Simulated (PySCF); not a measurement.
A PySCF script (with the pyscf-properties extension) for the NMR shieldings of SMILES O(C)B(P)OC, C2H8BO2P, on a GFN2-xTB geometry:

```python
import basis_set_exchange as bse
import numpy as np
from pyscf import gto, dft
from pyscf.prop import nmr

atoms = """
C     2.337025   -0.359001    0.325331
O     1.352827    0.655010    0.250004
B     0.031700    0.420152    0.197212
P    -1.037970    2.023804   -0.008828
O    -0.453258   -0.838040    0.234012
C    -1.819241   -1.158404    0.157654
H     2.802111   -0.473026   -0.655892
H     1.896354   -1.307513    0.632417
H     3.088796   -0.041581    1.049187
H    -1.635690    1.960503    1.238484
H    -0.044616    2.873962    0.424960
H    -1.943345   -1.951316   -0.582434
H    -2.416008   -0.287609   -0.136787
H    -2.159362   -1.517415    1.132537
"""
names = dict.fromkeys(["C", "O", "B", "P", "H"], "pcSseg-1")
basis = {el: gto.basis.parse(bse.get_basis(n, elements=[el], fmt="nwchem")) for el, n in names.items()}
mol = gto.M(atom=atoms, basis=basis, charge=0, verbose=0)
mf = dft.RKS(mol, xc="PBE0")
mf.grids.level = 2
mf.grids.alignment = dft.numint.BLKSIZE   # the property module wants whole blocks of grid points
mf.conv_tol = 1e-9
mf.kernel()

calc = nmr.RKS(mf)   # GIAO
C = mf.mo_coeff
Co = C[:, mf.mo_occ > 0]
resp = mf.gen_response(singlet=True, hermi=2)
def vind(x):   # induced exchange potential for any number of trial vectors
    d = np.einsum("pi,xij,qj->xpq", C, 2 * x.reshape(-1, C.shape[1], Co.shape[1]), Co, optimize=True)
    return np.einsum("xpq,pi,qj->xij", resp(d - d.transpose(0, 2, 1)), C, Co, optimize=True).ravel()
mo1, _ = nmr.rhf.solve_mo1(calc, with_cphf=vind)
sigma = calc.kernel(mo1)
for i, s in enumerate(sigma):   # ppm
    w = np.linalg.eigvalsh((s + s.T) / 2)
    print("%2d %-2s iso %8.1f  s11 %8.1f  s22 %8.1f  s33 %8.1f" % (i, mol.atom_pure_symbol(i), w.mean(), *w))
```

Problem. What are the results?

Solution. 
```
 0 C  iso    134.1  s11    102.0  s22    116.4  s33    183.8
 1 O  iso    217.3  s11    103.5  s22    227.8  s33    320.4
 2 B  iso     69.2  s11     57.2  s22     67.9  s33     82.5
 3 P  iso    593.7  s11    517.7  s22    619.5  s33    644.0
 4 O  iso    209.6  s11      7.5  s22    282.5  s33    338.8
 5 C  iso    129.0  s11    102.1  s22    103.4  s33    181.4
 6 H  iso     28.1  s11     23.9  s22     25.8  s33     34.6
 7 H  iso     27.2  s11     22.4  s22     27.0  s33     32.3
 8 H  iso     28.0  s11     23.7  s22     26.1  s33     34.3
 9 H  iso     30.4  s11     25.6  s22     28.2  s33     37.4
10 H  iso     30.5  s11     25.1  s22     28.2  s33     38.2
11 H  iso     27.7  s11     23.6  s22     25.5  s33     33.9
12 H  iso     27.9  s11     23.2  s22     28.6  s33     31.8
13 H  iso     27.8  s11     24.1  s22     25.4  s33     33.9
```

These numbers come from an equivalent density-fitted implementation of the same equations, which agrees with the script to about 0.01 ppm for H and up to a few tenths of a ppm for heavy atoms, so last digits may differ.

Size and cost of the density-fitted run: 149 basis functions, 14 s wall time on 1 thread of an Arm Neoverse V1, shared host; peak memory 0.7 GiB.
